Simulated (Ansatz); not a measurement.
Consider the substitution at a C–S bond: `SC1[SiH2]S1` + H–F → `FC1[SiH2]S1` + H₂S.

Computed with Ansatz on PBE0-D4/def2-TZVP structures; ΔE is electronic, products minus reactants. CCSD(T)/CBS adds triple-zeta CCSD(T) − MP2 to the extrapolated MP2 energy (def2 sets, frozen cores). This one scheme is used for every species. Functionals use def2-TZVPP. HSE06 is defined as in plane-wave codes. One conformer a species, not always the lowest.

`SC1[SiH2]S1`:

Cartesian coordinates in Å:
```
S 0.479 0.622 -1.785
C 0.078 -0.421 -0.407
Si -0.611 0.356 1.123
S 1.267 -0.538 1.032
H 1.483 -0.115 -2.293
H -0.293 -1.402 -0.686
H -0.701 1.829 1.170
H -1.702 -0.332 1.846
```

H–F:

Cartesian coordinates in Å:
```
F -0.150 0.398 0.175
H 0.150 -0.398 -0.175
```

`FC1[SiH2]S1`:

Cartesian coordinates in Å:
```
F -0.238 -0.044 -1.956
C 0.407 -0.270 -0.774
Si -0.316 0.382 0.806
S -0.293 -1.635 0.241
H 1.474 -0.378 -0.950
H -1.591 1.123 0.717
H 0.558 0.822 1.916
```

H₂S:

```xyz
3

S    -0.005   -0.619    0.030
H    -0.417    0.355    0.856
H     0.422    0.264   -0.885
```

```
         level  ΔE (kJ/mol)  difference from CCSD(T)/CBS
      HSE06-D4         47.4                         -8.9
       ωB97M-V         41.4                        -14.9
      PBE-QIDH         54.2                         -2.1
           PBE         35.5                        -20.8
        r2SCAN         37.0                        -19.3
       r2SCANh         39.5                        -16.8
   HF/def2-SVP         20.2                        -36.1
  MP2/def2-SVP         46.5                         -9.8
MP2/def2-TZVPP         66.5                         10.2
 HF/def2-QZVPP         30.6                        -25.7
   CCSD(T)/CBS         56.3                            0
```

Largest T1 diagnostic among the species: 0.014.

From PBE to PBE0 (25 % exact exchange), in def2-TZVPP and without D4, ΔE moves by +6.2 kJ/mol. At CCSD(T), def2-SVP lies −23.8 kJ/mol from the extrapolated value and def2-TZVPP −6.5 kJ/mol.
